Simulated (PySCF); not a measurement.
# Computed records: CH$_{7}$B$_{2}$Si, CH$_{6}$AlBN, CH$_{5}$AlBO, CH$_{6}$BSi and others

Computed with PySCF 2.14.0. Calculation on a computer-drawn molecule: optimised geometry and harmonic frequencies of an isolated molecule of the commonest isotopes, restricted reference for singlets and unrestricted otherwise, frozen core in MP2.

Common to all runs: charge 0; multiplicity 2; method HF; basis cc-pV(D+d)Z.

(1) CH$_{7}$B$_{2}$Si

Start structure:
```xyz
11
CH7B2Si
B     -0.9668     2.6136     2.1642
C      0.1790     2.3188     1.2791
B      0.4126     1.1398     0.4967
Si     0.0844    -0.7081     1.3487
H     -1.3383     3.7781     2.3809
H     -1.6593     1.8073     2.6105
H      0.8778     3.1245     1.2033
H      0.7022     1.1026    -0.6369
H     -0.1776    -0.6662     2.7061
H     -0.9534    -1.3512     0.5917
H      1.3088    -1.5308     1.1620
```

| Quantity | Value |
| --- | --- |
| rotational constants | 12.71, 2.683, 2.332 GHz |
| total energy | -380.1808 hartree |
| spin squared | 0.7662 |
| convergence status largest gradient component | 1.838e-05 hartree/bohr |

Drawn bonds:
| atom | other atom | order |
| --- | --- | --- |
| 1 | 2 | 1 |
| 2 | 3 | 1 |
| 3 | 4 | 1 |
| 1 | 5 | 1 |
| 1 | 6 | 1 |
| 2 | 7 | 1 |
| 3 | 8 | 1 |
| 4 | 9 | 1 |
| 4 | 10 | 1 |
| 4 | 11 | 1 |

Optimised structure:
```xyz
11
CH7B2Si
B     -1.0598     2.7486     2.1555
C      0.1919     2.3904     1.3141
B      0.3781     1.0801     0.5205
Si     0.1435    -0.7948     1.3146
H     -1.3115     3.8904     2.4271
H     -1.8039     1.8837     2.5330
H      0.9696     3.1487     1.2118
H      0.6851     1.1460    -0.6431
H     -0.1182    -0.7978     2.7746
H     -0.9843    -1.4848     0.6348
H      1.3789    -1.5823     1.0634
```

Modes:
| frequency (cm⁻¹) | reduced mass (dalton) |
| --- | --- |
| 56.62 | 1.165 |
| 117.9 | 1.702 |
| 152.7 | 1.585 |
| 227.4 | 1.767 |
| 323.3 | 2.007 |
| 497.7 | 1.113 |
| 525.9 | 1.946 |
| 631.7 | 1.383 |
| 722.3 | 1.575 |
| 826.8 | 1.474 |
| 871.6 | 2.057 |
| 925.2 | 1.313 |
| 990 | 1.114 |
| 1019 | 1.039 |
| 1031 | 1.072 |
| 1040 | 1.334 |
| 1099 | 1.771 |
| 1166 | 1.804 |
| 1301 | 1.428 |
| 1362 | 1.875 |
| 2281 | 1.049 |
| 2286 | 1.038 |
| 2302 | 1.032 |
| 2659 | 1.083 |
| 2669 | 1.061 |
| 2736 | 1.127 |
| 3258 | 1.085 |

(2) CH$_{6}$AlBN

Start structure:
```xyz
10
CH6AlBN
B      0.0442     1.7913     1.5110
C      0.6622     0.6764     2.1378
Al     1.2130    -1.1645     1.5249
N      0.9178    -1.9598    -0.0455
H      0.4153     2.8377     1.6411
H     -0.8743     1.6086     0.6995
H      1.0828     0.7506     3.1800
H      2.0442    -1.9953     2.5522
H      0.3820    -1.6172    -0.7893
H      1.2859    -2.8965    -0.3091
```

| Property | Result |
| --- | --- |
| rotational constants | 11.18, 3.443, 2.658 GHz |
| total energy | -362.4106 hartree |
| spin squared | 0.7591 |
| convergence status largest gradient component | 3.149e-05 hartree/bohr |

Drawn bonds:
| atom | other atom | order |
| --- | --- | --- |
| 1 | 2 | 1 |
| 2 | 3 | 1 |
| 3 | 4 | 1 |
| 1 | 5 | 1 |
| 1 | 6 | 1 |
| 2 | 7 | 1 |
| 3 | 8 | 1 |
| 4 | 9 | 1 |
| 4 | 10 | 1 |

Optimised structure:
```xyz
10
CH6AlBN
B      0.0694     1.6361     1.3608
C      0.7042     0.5417     2.2384
Al     1.3189    -1.2123     1.6375
N      0.8639    -1.7892     0.0344
H      0.4060     2.7881     1.4678
H     -0.7517     1.3660     0.5205
H      0.9297     0.8170     3.2718
H      2.2189    -2.1404     2.5441
H      0.2841    -1.2997    -0.6214
H      1.1296    -2.6760    -0.3515
```

Modes:
| frequency (cm⁻¹) | reduced mass (dalton) |
| --- | --- |
| 78.42 | 1.856 |
| 122.1 | 2.91 |
| 194.1 | 1.146 |
| 292.7 | 2.844 |
| 380.8 | 1.168 |
| 467.2 | 1.26 |
| 533 | 1.106 |
| 592.7 | 2.017 |
| 600.6 | 1.555 |
| 622.4 | 1.201 |
| 784 | 1.377 |
| 834.8 | 1.924 |
| 887.9 | 2.25 |
| 1001 | 1.312 |
| 1087 | 2.295 |
| 1193 | 1.521 |
| 1333 | 1.388 |
| 1676 | 1.111 |
| 1994 | 1.042 |
| 2639 | 1.054 |
| 2695 | 1.124 |
| 3237 | 1.084 |
| 3777 | 1.052 |
| 3860 | 1.093 |

(3) CH$_{5}$AlBO

Start structure:
```xyz
9
CH5AlBO
B     -2.1936     0.5063    -0.1535
C     -1.0609     1.4189    -0.3174
Al     0.8902     0.9578    -0.5681
O      2.0654     2.1150    -0.7594
H     -2.1214    -0.4672     0.5147
H     -3.2122     0.6695    -0.6894
H     -1.1648     2.5008    -0.3185
H      1.4104    -0.4604    -0.6364
H      2.7358     2.7329    -0.7975
```

| Property | Result |
| --- | --- |
| rotational constants | 23.41, 2.706, 2.448 GHz |
| total energy | -382.2608 hartree |
| spin squared | 0.7589 |
| convergence status largest gradient component | 4.004e-05 hartree/bohr |

Drawn bonds:
| atom | other atom | order |
| --- | --- | --- |
| 1 | 2 | 1 |
| 2 | 3 | 1 |
| 3 | 4 | 1 |
| 1 | 5 | 1 |
| 1 | 6 | 1 |
| 2 | 7 | 1 |
| 3 | 8 | 1 |
| 4 | 9 | 1 |

Optimised structure:
```xyz
9
CH5AlBO
B     -2.1718     0.4707    -0.1886
C     -1.0050     1.4757    -0.2458
Al     0.8732     1.0604    -0.5105
O      1.9111     2.3663    -0.7863
H     -2.0691    -0.5737     0.4021
H     -3.2053     0.6955    -0.7648
H     -1.2674     2.5362    -0.2258
H      1.4410    -0.4107    -0.4757
H      2.8422     2.3532    -0.9300
```

Modes:
| frequency (cm⁻¹) | reduced mass (dalton) |
| --- | --- |
| 64.99 | 2.685 |
| 143.7 | 2.907 |
| 195.8 | 1.179 |
| 274.7 | 3.976 |
| 385.7 | 1.097 |
| 522 | 1.237 |
| 569.2 | 1.16 |
| 597.5 | 1.466 |
| 635.9 | 2.527 |
| 732.7 | 1.319 |
| 862.7 | 1.378 |
| 898.2 | 4.377 |
| 1000 | 1.321 |
| 1085 | 2.26 |
| 1194 | 1.561 |
| 1333 | 1.386 |
| 2001 | 1.042 |
| 2645 | 1.054 |
| 2703 | 1.125 |
| 3245 | 1.084 |
| 4226 | 1.068 |

(4) CH$_{6}$BSi

Start structure:
```xyz
9
CH6BSi
B      1.7968     1.1296    -0.6400
C      2.2493    -0.1930    -1.0262
Si     1.3530    -1.4478    -2.1562
H      0.6669     1.3638    -0.4375
H      2.5381     1.9765    -0.5125
H      3.1586    -0.6772    -0.6015
H      0.0846    -0.9652    -2.5861
H      1.1804    -2.7566    -1.4362
H      2.1720    -1.6966    -3.3820
```

Drawn bonds:
| atom | other atom | order |
| --- | --- | --- |
| 1 | 2 | 1 |
| 2 | 3 | 1 |
| 1 | 4 | 1 |
| 1 | 5 | 1 |
| 2 | 6 | 1 |
| 3 | 7 | 1 |
| 3 | 8 | 1 |
| 3 | 9 | 1 |

(5) Al$_{2}$BH$_{5}$N

Start structure:
```xyz
9
Al2BH5N
B      2.3152    -0.6348     0.1529
N      2.0900     0.5557     0.8063
Al     0.6216     1.3728     1.5091
Al    -1.6404     2.0935     2.4308
H      1.4813    -1.4391     0.0234
H      3.4200    -1.0070    -0.2472
H      2.9707     1.1741     0.8293
H     -3.2093     2.1256     2.8419
H     -0.8524     3.4111     2.8022
```

Drawn bonds:
| atom | other atom | order |
| --- | --- | --- |
| 1 | 2 | 1 |
| 2 | 3 | 1 |
| 3 | 4 | 1 |
| 1 | 5 | 1 |
| 1 | 6 | 1 |
| 2 | 7 | 1 |
| 4 | 8 | 1 |
| 4 | 9 | 1 |

Questions
1. Give the missing rotational constants for CH$_{6}$BSi (entry 4).
2. Give the missing spin squared for CH$_{6}$BSi (entry 4).
3. Give the missing total energy for CH$_{6}$BSi (entry 4).
4. Estimate the total energy of Al$_{2}$BH$_{5}$N (entry 5).
5. Give the table of modes values for Al$_{2}$BH$_{5}$N (entry 5).

Calculated values
1. 32.55, 4.768, 4.367 GHz
2. 0.7574
3. -354.9317 hartree
4. -565.9123 hartree
5. 
Modes:
| frequency (cm⁻¹) | reduced mass (dalton) |
| --- | --- |
| 68.16 | 4.166 |
| 110.8 | 1.113 |
| 124.3 | 2.268 |
| 284.7 | 3.286 |
| 293.7 | 1.228 |
| 312.4 | 10.41 |
| 358.2 | 1.129 |
| 544 | 1.202 |
| 686.8 | 5.052 |
| 828 | 1.073 |
| 875.3 | 1.091 |
| 979.4 | 1.252 |
| 1100 | 1.372 |
| 1216 | 1.651 |
| 1347 | 1.248 |
| 1430 | 2.24 |
| 1953 | 1.026 |
| 1956 | 1.059 |
| 2623 | 1.057 |
| 2687 | 1.123 |
| 3766 | 1.074 |

Further results for CH$_{6}$BSi (entry 4):

| Property | Result |
| --- | --- |
| convergence status largest gradient component | 1.566e-06 hartree/bohr |

Optimised structure:
```xyz
9
CH6BSi
B      1.7854     1.1451    -0.6227
C      2.2891    -0.2423    -1.1002
Si     1.3485    -1.4930    -2.1329
H      0.6819     1.5253    -0.9089
H      2.4903     1.8580     0.0391
H      3.2986    -0.5390    -0.8130
H     -0.0020    -0.9860    -2.4621
H      1.2214    -2.7690    -1.3871
H      2.0865    -1.7655    -3.3905
```

Modes:
| frequency (cm⁻¹) | reduced mass (dalton) |
| --- | --- |
| 66.56 | 1.195 |
| 93.33 | 1.117 |
| 255.5 | 2.351 |
| 538.2 | 1.091 |
| 627.9 | 2.02 |
| 710.9 | 1.519 |
| 726.4 | 1.369 |
| 945.9 | 1.401 |
| 1019 | 1.137 |
| 1028 | 1.041 |
| 1029 | 1.043 |
| 1047 | 1.402 |
| 1097 | 2.081 |
| 1286 | 1.281 |
| 1363 | 1.577 |
| 2293 | 1.05 |
| 2303 | 1.036 |
| 2323 | 1.033 |
| 2665 | 1.054 |
| 2732 | 1.128 |
| 3260 | 1.085 |

Further results for Al$_{2}$BH$_{5}$N (entry 5):

| Item | Value |
| --- | --- |
| rotational constants | 8.727, 2.025, 1.684 GHz |
| spin squared | 0.79 |
| convergence status largest gradient component | 6.058e-06 hartree/bohr |

Optimised structure:
```xyz
9
Al2BH5N
B      1.9471    -0.4722     0.6458
N      2.1890     0.9019     0.4574
Al     1.1449     2.2972     0.9896
Al    -1.1216     1.9690     2.2736
H      0.9459    -0.8262     1.2211
H      2.7213    -1.3026     0.2433
H      3.0449     1.1043    -0.0305
H     -2.5015     1.9447     1.4900
H     -1.1731     2.0357     3.8584
```
